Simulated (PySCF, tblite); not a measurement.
Isomers of [C6H16P]+ (charge +1), one GFN2-xTB conformer each. Single-point energies are computed at PBE0/pcSseg-1 (PySCF, gas phase, no added dispersion term), electronic only.

```
              SMILES  GFN2-xTB relative energy (kcal/mol)
CC[C@@H](C)[PH+](C)C                                  0.0
    C[PH2+]CC(C)(C)C                                  3.9
    CCC(C)(C)[PH2+]C                                  5.4
        CCCC[PH2+]CC                                  9.7
```

Conformers: `[CH3:1][CH2:2][C@@H:3]([CH3:4])[PH+:5]([CH3:6])[CH3:7]` (charge +1) with C1–C2–C3–C4 -65°, C2–C3–P5–C6 171°; `[CH3:1][PH2+:2][CH2:3][C:4]([CH3:5])([CH3:6])[CH3:7]` (charge +1) with C1–P2–C3–C4 169°; `[CH3:1][CH2:2][C:3]([CH3:4])([CH3:5])[PH2+:6][CH3:7]` (charge +1) with C1–C2–C3–C4 172°, C2–C3–P6–C7 52°; `[CH3:1][CH2:2][CH2:3][CH2:4][PH2+:5][CH2:6][CH3:7]` (charge +1) with C1–C2–C3–C4 -176°, C2–C3–C4–P5 -54°, C3–C4–P5–C6 -162°, C4–P5–C6–C7 -178°.

Q: What does PBE0/pcSseg-1 give for the same structures?

A: 
```csv
SMILES,PBE0/pcSseg-1 E (Eh),PBE0/pcSseg-1 (kcal/mol),GFN2-xTB (kcal/mol),point group
CC[C@@H](C)[PH+](C)C,-578.93275,0.0,0.0,C1
CCC(C)(C)[PH2+]C,-578.91378,11.9,5.4,C1
C[PH2+]CC(C)(C)C,-578.91311,12.3,3.9,C1
CCCC[PH2+]CC,-578.91033,14.1,9.7,C1
```

Both levels put the same isomer lowest; measured from each level's own lowest isomer, the values differ by up to 8.4 kcal/mol (C[PH2+]CC(C)(C)C: 3.9 against 12.3). Neighbours under 5.0 kcal/mol apart (CCC(C)(C)[PH2+]C and C[PH2+]CC(C)(C)C; C[PH2+]CC(C)(C)C and CCCC[PH2+]CC) can change places with a better method, another conformer or zero-point energy.

Q: Which frontier levels and rotational constants go with these structures?

A: 
```tsv
SMILES	HOMO (eV, PBE0/pcSseg-1)	LUMO (eV)	A, B, C (MHz)
CC[C@@H](C)[PH+](C)C	-13.54	-3.64	2710, 1612, 1182
CCC(C)(C)[PH2+]C	-13.61	-4.08	2281, 1774, 1427
C[PH2+]CC(C)(C)C	-13.22	-4.27	3832, 1110, 1085
CCCC[PH2+]CC	-13.11	-4.22	5992, 771.2, 714.0
```

Q: What happens when harmonic zero-point energies from GFN2-xTB frequencies are added?

A: 
| SMILES | ZPE (kcal/mol) | electronic (kcal/mol) | with ZPE (kcal/mol) |
| --- | --- | --- | --- |
| CC[C@@H](C)[PH+](C)C | 127.7 | 0.0 | 0.0 |
| CCC(C)(C)[PH2+]C | 127.2 | 11.9 | 11.5 |
| C[PH2+]CC(C)(C)C | 127.2 | 12.3 | 11.9 |
| CCCC[PH2+]CC | 127.9 | 14.1 | 14.3 |

The zero-point energies span 0.7 kcal/mol. The order is unchanged.
